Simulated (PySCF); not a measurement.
# Two-component Hartree-Fock for Ir (iridium, neutral)

Start: [Xe] 4f14 5d6 6s2 6p1; 5d3/2 filled at m_j = +3/2; 5d5/2 filled at m_j = -3/2, -1/2, +1/2, +3/2, +5/2; 6p3/2 filled at m_j = +3/2. Calculated with PySCF 2.14 in x2c-TZVPall-2c with one added diffuse shell each of s, p, d type (12s12p11d2f, 117 functions): generalised Hartree-Fock with the X2C-1e Hamiltonian and a Gaussian nucleus; spin-orbit coupling (SO) screened by Boettger's factors. This is a chosen level, not necessarily the ground level.

```
spinor shell  electrons  ε, screened SO (eV)  weight of nominal j (screened SO)  rms radius, screened SO (bohr)
       1s1/2          2             -76512.8                              1.000                          0.0197
       2s1/2          2             -13533.3                              1.000                          0.0795
       2p1/2          2             -12941.7                              1.000                          0.0675
       2p3/2          4             -11308.4                              1.000                          0.0752
       3s1/2          2              -3234.5                              1.000                           0.203
       3p1/2          2              -2970.0                              1.000                           0.195
       3p3/2          4              -2606.8                              1.000                           0.210
       3d3/2          4              -2170.4                              1.000                           0.185
       3d5/2          6              -2092.3                              1.000                           0.189
       4s1/2          2              -728.71                              1.000                           0.450
       4p1/2          2              -615.99                              1.000                           0.456
       4p3/2          4              -528.90                              1.000                           0.490
       4d3/2          4              -343.88                              0.999                           0.507
       4d5/2          6              -326.92                              1.000                           0.519
       5s1/2          2              -120.15                              1.000                            1.05
       4f5/2          6              -89.021                              0.989                           0.586
       4f7/2          8              -85.709                              0.991                           0.586
       5p1/2          2              -83.448                              0.962                            1.15
       5p3/2          4              -66.613                              0.983                            1.24
       5d5/2          5              -18.566                              0.465                            1.73
       5d3/2          1              -15.155                              0.659                            1.76
       6s1/2          2              -10.713                              0.956                            3.05
       6p3/2          1               -4.730                              1.000                            4.51
```

| quantity | screened SO |
| --- | --- |
| E (hartree) | -17838.84209 |
| M_J | 11/2 |
| ⟨J²⟩ | 35.958 |
| ⟨L²⟩ | 13.937 |
| ⟨S²⟩ | 7.951 |

Each row is a mean over spinors that exchange with the open shell spreads, by up to 8.232 eV (5p3/2).

Rows whose weight is well below 1 are mixtures of j = l ± 1/2: exchange outweighs spin-orbit coupling there, and the label is only the starting occupation.

⟨J²⟩ departs a little from M_J(M_J + 1) because the unrestricted spinors polarise the closed shells.

Breit and QED terms are absent; they matter most for the inner s and p1/2 levels.

Densities and radii are taken from the X2C orbitals without a picture-change correction, which distorts them close to the nucleus.
